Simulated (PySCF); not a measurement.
Si(H)(OH)(SeH)2 (H4OSe2Si), SMILES O[SiH]([SeH])[SeH]. Atoms are numbered in the order given.

```xyz
8

Si    -0.8593    -0.3553    -0.1124
O     -1.8377    -0.6228     1.2013
Se    -0.2062     1.8158    -0.4154
Se     1.0772    -1.5322     0.2083
H     -1.6714    -0.8074    -1.2679
H     -1.5011    -0.3200     2.0548
H     -1.5151     2.2073    -0.9684
H      1.8057    -0.7671    -0.8154
```
Charge 0, spin multiplicity 1.

The structure is a stationary point at r2SCAN-D4/def2-SVP. The structure was generated by enumeration, and PubChem lists no compound with its InChIKey, so it may never have been made. One conformer was computed; it need not be the lowest.

Method: TDDFT-ωB97X/def2-SVPD in PySCF.

Vertical excitations. Gas-phase values at a fixed geometry.

```json
[
 {"state": "S1", "energy (eV)": "5.35", "λ (nm)": "232", "f": "0.000", "main pairs": "HOMO→LUMO 65 %, HOMO→LUMO+4 12 %"},
 {"state": "S2", "energy (eV)": "5.55", "λ (nm)": "223", "f": "0.002", "main pairs": "HOMO−1→LUMO 48 %, HOMO−1→LUMO+3 30 %"},
 {"state": "S3", "energy (eV)": "6.20", "λ (nm)": "200", "f": "0.014", "main pairs": "HOMO→LUMO+1 40 %, HOMO−1→LUMO+1 23 %, HOMO→LUMO+2 11 %, HOMO−1→LUMO+2 7 %"},
 {"state": "S4", "energy (eV)": "6.27", "λ (nm)": "198", "f": "0.081", "main pairs": "HOMO−1→LUMO+1 51 %, HOMO→LUMO+2 15 %, HOMO→LUMO+1 13 %"},
 {"state": "S5", "energy (eV)": "6.79", "λ (nm)": "182", "f": "0.038", "main pairs": "HOMO−1→LUMO+3 40 %, HOMO−1→LUMO 24 %, HOMO−1→LUMO+6 10 %"},
 {"state": "S6", "energy (eV)": "6.94", "λ (nm)": "179", "f": "0.006", "main pairs": "HOMO→LUMO+6 30 %, HOMO→LUMO+4 20 %, HOMO−2→LUMO 19 %, HOMO→LUMO 7 %"},
 {"state": "S7", "energy (eV)": "7.12", "λ (nm)": "174", "f": "0.010", "main pairs": "HOMO→LUMO+3 31 %, HOMO−2→LUMO 12 %, HOMO→LUMO+6 12 %, HOMO→LUMO+2 7 %"},
 {"state": "S8", "energy (eV)": "7.29", "λ (nm)": "170", "f": "0.006", "main pairs": "HOMO→LUMO+3 12 %, HOMO−2→LUMO 12 %, HOMO→LUMO+4 10 %, HOMO−3→LUMO 7 %"},
 {"state": "S9", "energy (eV)": "7.39", "λ (nm)": "168", "f": "0.006", "main pairs": "HOMO−1→LUMO+4 17 %, HOMO→LUMO+2 11 %, HOMO−1→LUMO+7 9 %, HOMO→LUMO+3 8 %"},
 {"state": "S10", "energy (eV)": "7.44", "λ (nm)": "167", "f": "0.020", "main pairs": "HOMO−1→LUMO+2 31 %, HOMO−1→LUMO 11 %, HOMO−1→LUMO+7 10 %, HOMO−1→LUMO+6 9 %"},
 {"state": "T1", "energy (eV)": "5.01", "λ (nm)": "248", "f": "0", "main pairs": "HOMO→LUMO 59 %, HOMO→LUMO+4 15 %, HOMO→LUMO+1 9 %"},
 {"state": "T2", "energy (eV)": "5.19", "λ (nm)": "239", "f": "0", "main pairs": "HOMO−1→LUMO 41 %, HOMO−1→LUMO+3 31 %, HOMO−1→LUMO+2 7 %"},
 {"state": "T3", "energy (eV)": "5.80", "λ (nm)": "214", "f": "0", "main pairs": "HOMO−1→LUMO+1 57 %, HOMO−1→LUMO+2 11 %"},
 {"state": "T4", "energy (eV)": "5.83", "λ (nm)": "213", "f": "0", "main pairs": "HOMO→LUMO+1 40 %, HOMO→LUMO+2 25 %, HOMO−1→LUMO+1 8 %, HOMO→LUMO+11 6 %"}
]
```
Triplets are in the Tamm–Dancoff approximation, which puts them higher than full response would, so one can lie above its singlet here.
